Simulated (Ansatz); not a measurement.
Ideal-gas functions of `[CH3][In][OH]` radical at 600 K and 1 bar, from an Ansatz frequency run at PBE0-D4/def2-TZVP.

Molar mass 146.86 g/mol, point group Cs (symmetry number 1), electronic degeneracy 2, moments of inertia 38.824, 105.373, 140.984 u Å². Harmonic wavenumbers (cm⁻¹, unscaled): 33, 114, 303, 426, 553, 644, 653, 719, 1105, 1430, 1438, 3064, 3177, 3180, 3897.

Use S(trans) = R[1.5 ln M + 2.5 ln T − 1.1517]; rotational temperatures θ = 24.2544 K / I; S(rot) = R[ln(√π/σ · √(T³/θAθBθC)) + 1.5]; for each mode x = 1.438777 ν̃/T, S = R[x/(eˣ − 1) − ln(1 − e⁻ˣ)] and H = RT x/(eˣ − 1); 1 cm⁻¹ = 0.0119627 kJ/mol; R = 8.31446 J/(mol·K).

**Question.** By hand: the entropy, in J/(mol·K).

**Answer.** Translation 185.6. Rotation: θ = 0.6247, 0.2302, 0.172 K, giving 112.4. Vibration, mode by mode: 29.41, 19.12, 11.15, 8.49, 6.55, 5.48, 5.39, 4.74, 2.28, 1.23, 1.21, 0.04, 0.04, 0.04, 0.01, in all 95.2. Electronic 5.8. Sum 399.0 J/(mol·K).

**Question.** By hand: H − E and G − E in kJ/mol, counted from the electronic energy.

**Answer.** Zero-point energy ½ × 20736 × 0.0119627 = 124.0; thermal vibration 26.0; translation, rotation and pV give 4 RT = 20.0. H − E = 170.0 kJ/mol, and G − E = 170.0 − 600 × 399.0/1000 = -69.4 kJ/mol.

Vibration gives 24 % of the entropy, 48.5 J/(mol·K) of it from the modes under 150 cm⁻¹: soft modes count most, and the harmonic formula is weakest for them. The sum counts one conformer and one mirror image; others add a mixing term.
